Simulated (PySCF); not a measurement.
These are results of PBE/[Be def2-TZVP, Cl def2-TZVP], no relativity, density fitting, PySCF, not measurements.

```xyz
3
charge 0 multiplicity 1, angstrom
Be    0.0000    0.0000    0.0000
Cl    0.0000    0.0000    1.8093
Cl    0.0000    0.0000   -1.8093
```

BeCl2 (singlet), along the line from Be1 (at 0) through Cl2 (at 1.809 Å).

Tabulate the fields along this line at -0.63, -0.54, -0.45, -0.36, -0.27, -0.18, -0.09, 0.09, 0.18, 0.27, 0.36, 0.45, 0.54, 0.63, 0.72, 0.81, 0.90, 1.00, 1.09, 1.18, 1.27, 1.36, 1.45, 1.54, 1.63, 1.72, 1.90, 1.99, 2.08, 2.17, 2.26, 2.35, 2.44, 2.53, 2.62, 2.71, 2.80, 2.89 Å.


```csv
distance (Å),electron density (e/Å³),electron localisation function,electrostatic potential (V)
-0.63,0.62,0.371,21.9
-0.54,0.595,0.0961,28.4
-0.45,0.788,0.0662,38.8
-0.36,1.69,0.336,55.9
-0.27,5.03,0.943,87.7
-0.18,17,0.999,163
-0.09,61.5,1,440
0.09,61.5,1,440
0.18,17,0.999,163
0.27,5.03,0.943,87.7
0.36,1.69,0.336,55.9
0.45,0.788,0.0662,38.8
0.54,0.595,0.0961,28.4
0.63,0.62,0.371,21.9
0.72,0.726,0.731,18.1
0.81,0.879,0.849,16.7
0.90,1.08,0.873,17.8
1.00,1.32,0.866,21.9
1.09,1.6,0.824,29.8
1.18,1.88,0.678,43.2
1.27,2.15,0.322,64.6
1.36,2.78,0.0978,98.7
1.45,6.28,0.213,155
1.54,23.6,0.768,264
1.63,87.4,0.844,538
1.72,248,0.252,1610
1.90,250,0.254,1610
1.99,88.3,0.848,537
2.08,23.6,0.767,263
2.17,6.16,0.205,155
2.26,2.67,0.0945,98.1
2.35,1.98,0.325,63.8
2.44,1.64,0.688,41.9
2.53,1.29,0.828,27.6
2.62,0.966,0.858,18.3
2.71,0.696,0.854,12.1
2.80,0.49,0.834,8.1
2.89,0.339,0.803,5.42
```

On a grid of 0.09 Å the density has a local minimum along the bond near 0.54 Å from Be, at 0.59 e/Å³, where the ELF is 0.10.
